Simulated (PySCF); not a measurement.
# Vibration and rotation of Te₂

PBE0 constants of Te₂, ³Σg⁻ (triplet), unpaired electrons π ↑↑ (basis Te cc-pVTZ-PP with ECP28; scalar-relativistic core potentials; PySCF 2.14; masses 129.9062 and 129.9062 u):

- ωe: 264.5 cm⁻¹
- ωexe: 0.411 cm⁻¹
- Be: 0.04 cm⁻¹
- αe: 8.39e-05 cm⁻¹
- D (centrifugal): 3.66e-09 cm⁻¹
- De to Te + Te: 3.05 eV

Problem. Give the vibrational terms G(v) and spacings up to v = 6.

Solution. G(v) = ωe(v+½) − ωexe(v+½)².

```tsv
v	G(v) (cm⁻¹)	G(v) − G(v−1)	Bv (cm⁻¹)
0	132.1		0.03996
1	395.8	263.7	0.03987
2	658.7	262.9	0.03979
3	920.7	262.0	0.03971
4	1181.9	261.2	0.03962
5	1442.3	260.4	0.03954
6	1701.9	259.6	0.03945
```

Problem. How well does the Morse estimate ωe²/(4ωexe) reproduce De, and what is D0?

Solution. It gives 5.28 eV, 173 % of the computed De. D0 = De − G(0) = 3.05 − 0.02 = 3.03 eV.

Spin–orbit coupling is left out, which matters for elements this heavy, above all for dissociation energies. The state is the lowest determinant that a PBE0 search found; another state may lie lower at other levels.
